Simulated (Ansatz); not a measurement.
Reaction (ligand exchange at the Si–C bond): `[SiH3]C[NH][GaH2]` + `OC(O)[SiH3]` → `OC([SiH3])O[SiH3]` + `C[NH][GaH2]`

Computed with Ansatz on PBE0-D4/def2-TZVP structures; ΔE is electronic, products minus reactants. CCSD(T)/CBS is the MP2 limit (def2-TZVPP, def2-QZVPP) plus CCSD(T) − MP2 in def2-TZVPP, frozen cores. DFT in def2-TZVPP. B3LYP here is the variant with VWN-RPA as its local correlation; programs differ in this. For Ga outer-core shells are correlated without core-valence functions, which leaves a few kJ/mol of doubt a bond. Scalar relativity is left out up to krypton. Each species was taken in one conformer, which may not be the lowest.

```json
{"level": "r2SCAN-D4", "ΔE (kcal/mol)": "-22.8"}
{"level": "ωB97X-V", "ΔE (kcal/mol)": "-23.0"}
{"level": "B2PLYP", "ΔE (kcal/mol)": "-23.9"}
{"level": "r2SCAN", "ΔE (kcal/mol)": "-22.8"}
{"level": "PBE0", "ΔE (kcal/mol)": "-20.9"}
{"level": "B3LYP", "ΔE (kcal/mol)": "-23.4"}
{"level": "SCS-MP2/def2-TZVPP", "ΔE (kcal/mol)": "-24.5"}
{"level": "CCSD/def2-TZVPP", "ΔE (kcal/mol)": "-23.6"}
```

(1) What does CCSD(T)/CBS give? (Best estimate.)

Largest T1 diagnostic among the species: 0.015.

## Answers

(1) The calculation gave: -23.0 kcal/mol. The listed levels differ from it by 0.2, 0.0, -0.9, 0.2, 2.1, -0.4, -1.5, -0.6 kcal/mol.

In def2-TZVPP, CCSD(T) changes the Hartree–Fock value by +4.1 kcal/mol (the triples alone add +0.5 kcal/mol) and MP2 by +3.5 kcal/mol. From PBE to PBE0 (25 % exact exchange), in def2-TZVPP and without D4, ΔE moves by −1.1 kcal/mol.

CCSD(T)/CBS has its own doubt, a few kJ/mol and more with outer-core shells, so smaller differences from it don't rank the levels.
